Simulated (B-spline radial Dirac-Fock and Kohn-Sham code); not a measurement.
# How the settings move the core levels of Ti⁶⁺

ΔSCF core binding energies without Breit or QED terms, calculated with a radial finite-basis atomic code. Keys: rel is the Hamiltonian (dirac, or spin-free x2c and nr, where L3 and M5 stand for the whole 2p and 3d shells), method is hf or an exchange,correlation pair (spin-unpolarised, also for the hole states), nuc the nuclear model, radius_factor scales its radius, rmax is the box in bohr, h the logarithmic mesh step, order the B-spline order, points the quadrature points per cell, c_factor scales the speed of light, and damp, ndamp, maxit and tol steer the iteration. The run stops when the commutator error falls below 10·tol·max(1, Z/10), or the numerical noise floor, and the energy has settled to about 1e-8 Ha; the virial ratio is −V/T.

Base input:

```json
{"items": [{"Z": 22, "q": 6, "cfg": [[1, 0, 2], [2, 0, 2], [2, 1, 6], [3, 0, 2], [3, 1, 4]], "A": 48, "rrms": 3.5921, "do": "settings", "holes": ["K", "L3", "M5"],
  "settings": [{"rel": "dirac", "method": "hf", "nuc": "fermi", "radius_factor": 1.0, "rmax": 45.0, "h": 0.3, "order": 8, "points": 10, "c_factor": 1.0, "maxit": 60, "damp": 0.5, "ndamp": 3, "tol": 1e-08}]}]}
```

The ground state converged in 9 iterations, with total energy -841.63935 Ha, virial ratio 1.98940 and highest orbital energy -142.48 eV. ΔSCF binding energies: K (1s) 5103.0 eV. Holes are computed only in closed shells, and unreliable hole states are left out.

Changes from the base run:

| changed setting | Δ total energy (Ha) | Δ K (eV) | iterations |
| --- | --- | --- | --- |
| nuc = "sphere" | 0.00000 | 0.00 | 9 |
| method = "lda,vwn"; rmax = 25.0; order = 9 | ? | ? | ? |
| order = 9 | 0.00000 | 0.00 | 9 |
| method = "lda,vwn" | +1.40322 | +0.96 | 8 |
| order = 9; damp = 0.8; tol = 0.0001 | 0.00000 | 0.00 | 8 |
| damp = 0.8 | 0.00000 | 0.00 | 9 |
| tol = 0.0001 | 0.00000 | 0.00 | 7 |

Task: What does the change method = "lda,vwn"; rmax = 25.0; order = 9 do?

Result: The total energy moves by +1.40322 Ha and the binding energies by K +0.96 eV; the run takes 8 iterations.
